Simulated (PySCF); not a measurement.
Precursor series Hf OH-NH2. All species are isolated molecules in the gas phase. One relaxed conformer stands for each flexible species; it need not be the lowest.

All values below come from TPSSh-D3(BJ)/def2-TZVP // BP86-D3(BJ)/def2-SVP in PySCF. 

| species | coordination number | HOMO (eV) | charge on the central atom (Mulliken) (e) | LUMO (eV) |
|---|---|---|---|---|
| 0 of 4 OH replaced by NH2 ([Hf(OH)4]) | 4 | -7.46 | 1.64 | -0.13 |
| 3 of 4 OH replaced by NH2 ([Hf(OH)(NH2)3]) | 4 | -5.87 | 1.46 | -0.09 |
| 4 of 4 OH replaced by NH2 ([Hf(NH2)4]) | 4 | -5.88 | 1.42 | -0.10 |
